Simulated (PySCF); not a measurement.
PySCF input for O3S, SMILES O=S(=O)=O, TDDFT-M06-2X/def2-SVPD. The structure is a stationary point at B3LYP-D3(BJ)/def2-TZVP.

```python
import numpy as np
from pyscf import gto, scf, dft, tdscf

mol = gto.M(
    atom='''
    O     1.42662670    0.00000000    0.00000000
    S     0.00000000    0.00000000    0.00000000
    O    -0.71331335   -1.23549497    0.00000000
    O    -0.71331335    1.23549497    0.00000000
    ''',
    basis='def2-SVPD',
    charge=0,
    spin=0,
    symmetry=True,
    max_memory=1600,
    verbose=4,
)
mf = dft.RKS(mol, xc='m06-2x').density_fit(auxbasis='def2-universal-jkfit')
mf.grids.level = 4
mf.conv_tol = 1e-9
mf.max_cycle = 100
mf.kernel()
mf.grids = dft.Grids(mol).set(level=2).build(with_non0tab=True)  # coarser grid for the response kernel
td = tdscf.TDDFT(mf)
td.singlet = True
td.nstates = 10
td.conv_tol = 1e-4
td.positive_eig_threshold = 1e-6
td.kernel(x0=td.get_init_guess(mf, 15))
td.analyze()
tt = tdscf.TDA(mf)
tt.singlet = False
tt.nstates = 4
tt.conv_tol = 1e-4
tt.positive_eig_threshold = 1e-6
tt.kernel(x0=tt.get_init_guess(mf, 9))
tt.analyze(verbose=3)
```

It prints:

```
PySCF version 2.14.0

[INPUT] verbose = 4
[INPUT] num. atoms = 4
[INPUT] num. electrons = 40
[INPUT] charge = 0
[INPUT] spin (= nelec alpha-beta = 2S) = 0
[INPUT] symmetry True subgroup None
[INPUT] Mole.unit = angstrom
[INPUT] Symbol           X                Y                Z      unit          X                Y                Z       unit  Magmom
[INPUT]  1 O      1.426626700000   0.000000000000   0.000000000000 AA    2.695933744992   0.000000000000   0.000000000000 Bohr   0.0
[INPUT]  2 S      0.000000000000   0.000000000000   0.000000000000 AA    0.000000000000   0.000000000000   0.000000000000 Bohr   0.0
[INPUT]  3 O     -0.713313350000  -1.235494970000   0.000000000000 AA   -1.347966872496  -2.334747121578   0.000000000000 Bohr   0.0
[INPUT]  4 O     -0.713313350000   1.235494970000   0.000000000000 AA   -1.347966872496   2.334747121578   0.000000000000 Bohr   0.0

nuclear repulsion = 183.554677998102
point group symmetry = D3h, use subgroup C2v
symmetry origin: [0. 0. 0.]
symmetry axis x: [0. 1. 0.]
symmetry axis y: [0. 0. 1.]
symmetry axis z: [1. 0. 0.]
num. orbitals of irrep A1 = 40
num. orbitals of irrep A2 = 11
num. orbitals of irrep B1 = 27
num. orbitals of irrep B2 = 18
number of shells = 38
number of NR pGTOs = 144
number of NR cGTOs = 96
basis = def2-SVPD
ecp = {}


[settings echo left out]
init E= -624.644086393822
HOMO (B1) = -0.425359785337112  LUMO (B2) = -0.107952089795651  gap/eV = 8.63710
cycle= 1 E= -623.160863174158  delta_E= 1.48  |g|= 1.05  |ddm|= 2.72
HOMO (B1) = -0.376407489638865  LUMO (A1) = -0.119919363791716  gap/eV = 6.97940
cycle= 2 E= -623.001915484168  delta_E= 0.159  |g|= 1.44  |ddm|= 2.06
HOMO (B1) = -0.442529064941851  LUMO (B2) = -0.075791591474212  gap/eV = 9.97943
cycle= 3 E= -623.380417244129  delta_E= -0.379  |g|= 0.0285  |ddm|=  1.2
HOMO (B1) = -0.433846110919089  LUMO (B2) = -0.0626066889281622  gap/eV = 10.10194
cycle= 4 E= -623.380605040875  delta_E= -0.000188  |g|= 0.0126  |ddm|= 0.044
HOMO (B1) = -0.437093374587038  LUMO (B2) = -0.0648262744282246  gap/eV = 10.12990
cycle= 5 E= -623.380638998314  delta_E= -3.4e-05  |g|= 0.00128  |ddm|= 0.0102
HOMO (B1) = -0.437126012357499  LUMO (B2) = -0.0645921681622594  gap/eV = 10.13716
cycle= 6 E= -623.38063997212  delta_E= -9.74e-07  |g|= 0.000239  |ddm|= 0.00286
HOMO (B1) = -0.437190178750947  LUMO (B2) = -0.0646416894589126  gap/eV = 10.13756
cycle= 7 E= -623.380640008216  delta_E= -3.61e-08  |g|= 2.55e-05  |ddm|= 0.00053
HOMO (B1) = -0.437188332231373  LUMO (B2) = -0.0646355388120119  gap/eV = 10.13768
cycle= 8 E= -623.38064000853  delta_E= -3.14e-10  |g|= 8.27e-06  |ddm|= 5.34e-05
HOMO (B1) = -0.437188872866908  LUMO (B2) = -0.064635294370389  gap/eV = 10.13770
Extra cycle  E= -623.380640008515  delta_E= 1.52e-11  |g|= 1.25e-05  |ddm|= 1.6e-05
converged SCF energy = -623.380640008515
tot grids = 45376
Overwritten attributes  positive_eig_threshold  of <class 'pyscf.tdscf.rks.TDDFT'>


******** <class 'pyscf.tdscf.rks.TDDFT'> for <class 'pyscf.df.df_jk.DFSymAdaptedRKS'> ********
nstates = 10 singlet
deg_eia_thresh = 1.000e-03
wfnsym = None
conv_tol = 0.0001
eigh lindep = 1e-12
eigh level_shift = 0
eigh max_cycle = 100


Excitation energies (eV)
[5.14927671 5.79164834 6.92976844 6.9298865  7.35890897 7.35947317
 7.54054405 7.54102394 8.68499032 8.68526411]

** Singlet excitation energies and oscillator strengths **
Excited State   1:   A2      5.14928 eV    240.78 nm  f=0.0000
      20 -> 21       -0.70469
Excited State   2:   B1      5.79165 eV    214.07 nm  f=0.0000
      20 -> 22       -0.68285
      20 -> 26        0.16861
Excited State   3:   A2      6.92977 eV    178.92 nm  f=0.0000
      16 -> 21        0.21331
      19 -> 22       -0.64829
      19 -> 26        0.16784
Excited State   4:   B2      6.92989 eV    178.91 nm  f=0.0000
      17 -> 21       -0.21309
      18 -> 22       -0.64836
      18 -> 26        0.16786
Excited State   5:   B2      7.35891 eV    168.48 nm  f=0.0000
      17 -> 21        0.66938
      18 -> 22       -0.20765
Excited State   6:   A2      7.35947 eV    168.47 nm  f=0.0000
      16 -> 21       -0.66931
      19 -> 22       -0.20787
Excited State   7:   B1      7.54054 eV    164.42 nm  f=0.0107
      16 -> 22       -0.43856
      16 -> 26        0.12365
      19 -> 21        0.52728
Excited State   8:   A1      7.54102 eV    164.41 nm  f=0.0107
      17 -> 22       -0.43861
      17 -> 26        0.12363
      18 -> 21       -0.52725
Excited State   9:   A1      8.68499 eV    142.76 nm  f=0.1659
      15 -> 22       -0.15143
      17 -> 22        0.51361
      18 -> 21       -0.41822
Excited State  10:   B1      8.68526 eV    142.75 nm  f=0.1658
      14 -> 22       -0.15139
      16 -> 22       -0.51366
      19 -> 21       -0.41816

** Transition electric dipole moments (AU) **
state          X           Y           Z        Dip. S.      Osc.
  1         0.0000      0.0000      0.0000      0.0000      0.0000
  2         0.0000      0.0000      0.0000      0.0000      0.0000
  3        -0.0000     -0.0000     -0.0000      0.0000      0.0000
  4         0.0000     -0.0000      0.0001      0.0000      0.0000
  5         0.0000      0.0000     -0.0000      0.0000      0.0000
  6        -0.0000      0.0000     -0.0000      0.0000      0.0000
  7         0.0000      0.2409      0.0000      0.0580      0.0107
  8         0.2409     -0.0000     -0.0000      0.0580      0.0107
  9         0.8829      0.0000     -0.0000      0.7795      0.1659
 10        -0.0000     -0.8828      0.0000      0.7793      0.1658

** Transition velocity dipole moments (imaginary part, AU) **
state          X           Y           Z        Dip. S.      Osc.
  1         0.0000     -0.0000      0.0000      0.0000      0.0000
  2         0.0000      0.0000     -0.0000      0.0000      0.0000
  3        -0.0000      0.0000     -0.0000      0.0000      0.0000
  4        -0.0000     -0.0000      0.0000      0.0000      0.0000
  5        -0.0000     -0.0000     -0.0000      0.0000      0.0000
  6        -0.0000      0.0000      0.0000      0.0000      0.0000
  7        -0.0000      0.0639      0.0000      0.0041      0.0098
  8         0.0639     -0.0000      0.0000      0.0041      0.0098
  9         0.2973      0.0000     -0.0000      0.0884      0.1846
 10        -0.0000     -0.2973      0.0000      0.0884      0.1846

** Transition magnetic dipole moments (imaginary part, AU) **
state          X           Y           Z
  1        -0.0000      0.0000     -0.0000
  2        -0.0000     -0.0000     -0.2333
  3        -0.2196     -0.0000      0.0000
  4         0.0000     -0.2200     -0.0000
  5         0.0000     -1.2975     -0.0000
  6        -1.2978     -0.0000      0.0000
  7         0.0000     -0.0000     -0.0001
  8         0.0000      0.0000      0.0000
  9        -0.0000     -0.0000     -0.0000
 10        -0.0000      0.0000     -0.0002
Overwritten attributes  positive_eig_threshold  of <class 'pyscf.tdscf.rks.TDA'>


******** <class 'pyscf.tdscf.rks.TDA'> for <class 'pyscf.df.df_jk.DFSymAdaptedRKS'> ********
nstates = 4 triplet
deg_eia_thresh = 1.000e-03
wfnsym = None
conv_tol = 0.0001
eigh lindep = 1e-12
eigh level_shift = 0
eigh max_cycle = 100


Excitation energies (eV)
[4.87317292 5.40943044 5.93746837 5.93753745]

** Triplet excitation energies and oscillator strengths **
Excited State   1:   A2      4.87317 eV    254.42 nm  f=0.0000
Excited State   2:   B1      5.40943 eV    229.20 nm  f=0.0000
Excited State   3:   A1      5.93747 eV    208.82 nm  f=0.0000
Excited State   4:   B1      5.93754 eV    208.81 nm  f=0.0000
```

Self-consistency was reached.
